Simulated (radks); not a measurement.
Q: These are the eigenvalues of the occupied orbitals of an atom or ion with whole-number occupations (eV). Calculated with a radial shooting solver on a logarithmic mesh with Libxc functionals: Dirac Kohn-Sham, PBE, spin-unpolarised, spherical densities, point nucleus.

1s1/2: -31794.42
2s1/2: -5032.911
2p1/2: -4727.285
2p3/2: -4452.749
3s1/2: -1147.580
3p1/2: -1022.075
3p3/2: -970.6856
3d3/2: -749.7851
3d5/2: -739.0107
4s1/2: -335.9470
4p1/2: -291.4568
4p3/2: -280.7210
4d3/2: -207.7235
4d5/2: -205.8595

Which element is it, and in what charge state? The configuration may be excited. Open shells, if any, fill j = l - 1/2 first.

A: Z = 52, tellurium, charge +10: Te10+ in [Kr] 4d6. The list shows which subshells hold electrons but not how many an open one holds; the 1s level, -1168.4 hartree, gives Z - s = 48.3 by -(Z - s)^2/2, which with screening and relativity narrows Z to a few neighbours, and the depths of the outer levels then fix element, charge and occupations together.
